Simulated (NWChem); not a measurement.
System: CH₆OSi₂, singlet; SMILES CO[Si][SiH3]

The following NWChem deck was run.

```
start job
memory heap 200 mb stack 900 mb global 1100 mb
geometry units angstroms noautosym nocenter noautoz
  Si     0.852604    -0.162355     0.580125
  O     -0.386354    -1.062585    -0.100600
  C     -0.416179    -2.467227    -0.160481
  H     -1.309986    -2.838984     0.365138
  H     -0.479470    -2.789385    -1.211945
  H      0.481365    -2.922530     0.297859
  Si    -0.257332     1.929991     0.061188
  H      0.522709     3.129177     0.510254
  H     -1.601192     1.983508     0.726276
  H     -0.470070     2.051200    -1.419095
end
basis spherical
  Si library 6-31g*
  O library 6-31g*
  C library 6-31g*
  H library 6-31g*
end
dft
  xc b3lyp
  iterations 150
end
property
  shielding 8 1 2 3 4 6 7 8 9
end
task dft property
```

Excerpt of the output:

```
             Northwest Computational Chemistry Package (NWChem) 7.3.0
             --------------------------------------------------------

                             Geometry "geometry" -> ""
                             -------------------------

 Output coordinates in angstroms (scale by  1.889725989 to convert to a.u.)

  No.       Tag          Charge          X              Y              Z
 ---- ---------------- ---------- -------------- -------------- --------------
    1 Si                  14.0000     0.85260400    -0.16235500     0.58012500
    2 O                    8.0000    -0.38635400    -1.06258500    -0.10060000
    3 C                    6.0000    -0.41617900    -2.46722700    -0.16048100
    4 H                    1.0000    -1.30998600    -2.83898400     0.36513800
    5 H                    1.0000    -0.47947000    -2.78938500    -1.21194500
    6 H                    1.0000     0.48136500    -2.92253000     0.29785900
    7 Si                  14.0000    -0.25733200     1.92999100     0.06118800
    8 H                    1.0000     0.52270900     3.12917700     0.51025400
    9 H                    1.0000    -1.60119200     1.98350800     0.72627600
   10 H                    1.0000    -0.47007000     2.05120000    -1.41909500

 Effective nuclear repulsion energy (a.u.)     197.9737380085

                              NWChem Property Module
                              ----------------------

  itol2e modified to match energy
  convergence criterion.

                                 NWChem DFT Module
                                 -----------------

 Summary of "ao basis" -> "ao basis" (spherical)
 ------------------------------------------------------------------------------
       Tag                 Description            Shells   Functions and Types
 ---------------- ------------------------------  ------  ---------------------
 Si                          6-31g*                  8       18   4s3p1d
 O                           6-31g*                  6       14   3s2p1d
 C                           6-31g*                  6       14   3s2p1d
 H                           6-31g*                  2        2   2s

  itol2e modified to match energy
  convergence criterion.

[...]

          -----------------------------------------
          Chemical Shielding Tensors (GIAO, in ppm)
          -----------------------------------------

                                NWChem CPHF Module
                                ------------------

  scftype          =     RHF
  nclosed          =       24
  nopen            =        0
  variables        =     1248
  # of vectors     =        3
  tolerance        = 0.10D-03
  level shift      = 0.00D+00
  max iterations   =       50
  max subspace     =       30

 SCF residual:    2.5954932757238136E-004

Iterative solution of linear equations
  No. of variables     1248
  No. of equations        3
  Maximum subspace       30
        Iterations       50
       Convergence  1.0D-04

   iter   nsub   residual    time
   ----  ------  --------  ---------
     1      3    1.09D+00      25.4
     2      6    7.06D-02      28.2
     3      9    2.98D-03      30.9
     4     12    1.94D-04      33.7
     5     15    1.25D-05      36.4

      Atom:    1  Si
        Diamagnetic
    874.7343      0.1863      1.2380
      0.1863    879.8362      0.3315
      1.2380      0.3315    873.0572

        Paramagnetic
   -956.1431   -608.8057   -169.4552
   -608.8057  -1536.2713   -347.8009
   -169.4552   -347.8009   -770.8385

        Total Shielding Tensor
    -81.4088   -608.6194   -168.2172
   -608.6194   -656.4350   -347.4694
   -168.2172   -347.4694    102.2187

           isotropic =    -211.8750
          anisotropy =   -1420.4079

          Principal Components and Axis System
                 1           2           3
            -1158.8137    321.4693    201.7192

      1         0.5046      0.7269     -0.4658
      2         0.8127     -0.5820     -0.0278
      3         0.2913      0.3646      0.8845

      Atom:    2  O
        Diamagnetic
    384.2177     10.4888      6.3311
     10.4888    412.6505      6.7754
      6.3311      6.7754    376.3687

        Paramagnetic
   -271.0120    -94.9162   -153.5134
    -94.9162   -978.1583    -81.1820
   -153.5134    -81.1820    -68.5551

        Total Shielding Tensor
    113.2057    -84.4274   -147.1823
    -84.4274   -565.5079    -74.4065
   -147.1823    -74.4065    307.8136

           isotropic =     -48.1629
          anisotropy =    -806.1015

          Principal Components and Axis System
                 1           2           3
             -585.5639    387.6590     53.4163

      1         0.1411     -0.4658      0.8736
      2         0.9844     -0.0278     -0.1738
      3         0.1052      0.8845      0.4546

      Atom:    3  C
        Diamagnetic
    242.2126      1.3926      0.0514
      1.3926    259.6772      1.2829
      0.0514      1.2829    242.2655

        Paramagnetic
   -138.7515      1.5654      1.6496
      1.5654    -83.1358      2.6685
      1.6496      2.6685   -140.8383

        Total Shielding Tensor
    103.4611      2.9581      1.7010
      2.9581    176.5413      3.9514
      1.7010      3.9514    101.4272

           isotropic =     127.1432
          anisotropy =      74.5974

          Principal Components and Axis System
                 1           2           3
              176.8748    104.1476    100.4072

      1         0.0414      0.8840     -0.4657
      2         0.9977     -0.0614     -0.0278
      3         0.0532      0.4635      0.8845

      Atom:    4  H
        Diamagnetic
     31.4736      6.5391     -5.3852
      6.5391     30.2301     -2.8870
     -5.3852     -2.8870     25.3177

[...]
```

Level: B3LYP/6-31G* (spherical d), GIAO. Low-valent species are run as closed-shell singlets; no triplet was tried in these runs. The geometry was optimised at PBE0/def2-SVP. The output numbers the shielded atoms by their place in the input's list. The printed shielding anisotropy is the first printed principal value minus the mean of the other two.
